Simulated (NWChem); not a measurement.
System: CHBFNO; SMILES B(F)N=C=O

The following NWChem deck was run.

```
start job
memory heap 200 mb stack 900 mb global 1100 mb
geometry units angstroms noautosym nocenter noautoz
  B     -0.452350    -1.322339     0.000000
  F      0.441140    -2.308432     0.000000
  H     -1.635524    -1.596253     0.000000
  N      0.017747     0.018427     0.000000
  C     -0.046254     1.230745     0.000000
  O     -0.038337     2.408254     0.000000
end
basis spherical
  B library def2-tzvp
  F library def2-tzvp
  H library def2-tzvp
  N library def2-tzvp
  C library def2-tzvp
  O library def2-tzvp
end
dft
  xc b3lyp
  iterations 150
end
property
  efieldgrad
end
task dft property
```

Coordinates come from a PBE-D3(BJ)/def2-SVP optimisation. B3LYP is NWChem's, with the RPA form of VWN correlation.

Vzz is the largest principal value of the second derivative of the potential at the nucleus (NWChem prints the opposite sign); η is the asymmetry. Non-relativistic.

Atoms are numbered as in the input.

Give the results of this calculation. (B3LYP/def2-TZVP.) Quantities: Vzz B1 (a.u.); η B1; Vzz N4 (a.u.); η N4; Vzz O6 (a.u.); η O6.


```yaml
Vzz B1 (a.u.): 0.391
"η B1": 0.49
Vzz N4 (a.u.): 0.383
"η N4": 0.52
Vzz O6 (a.u.): 0.639
"η O6": 0.43
```
